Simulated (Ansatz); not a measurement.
The cluster PtBr₂, relaxed as a singlet with RKS B3LYP-D4/def2-TZVP in Ansatz, starting from the GFN2-xTB geometry. Force threshold 0.02 eV/Å.

In the def2 sets Pt takes a core potential; there is no spin–orbit coupling. The restricted singlet is unstable towards broken spin symmetry at other levels; at B3LYP-D4/def2-TZVP this wasn't settled. The relaxation made no stability test and no search for a lower SCF solution. At B3LYP-D4/def2-TZVP a triplet of charge 0 lies 0.48 eV below the restricted singlet, each at its own geometry. The structure comes from a short search, and lower isomers may exist.

Start:

```xyz
3

Pt    0.005    0.000   -0.002
Br    0.394    1.933    1.076
Br   -0.399   -1.933   -1.074
```

Estimate the energy that the relaxation releases and the steps that it takes.

42.1 kJ/mol, in 11 steps; 30 s on 4 threads of Arm Neoverse V1 on a shared host. The force fell under the threshold at step 3, but the optimiser went on and released 0.354 eV more. No frequencies were taken in this run, so the end may be a saddle point.

Does the start keep its bonding and symmetry?

By distances, no bond broke or formed. The bond that changes most is Pt1–Br2, from 2.25 to 2.32 Å (atoms count from 1). Point group D∞h at the start, C2v at the end, both within 0.05 Å.

Predict the relaxed structure.


Cartesian coordinates in Å:
```
Pt 0.7979 0.0146 -0.3206
Br -0.0593 1.6497 1.0814
Br -0.7386 -1.6643 -0.7609
```
Bond lengths: 2 × Br–Pt 2.32 Å.
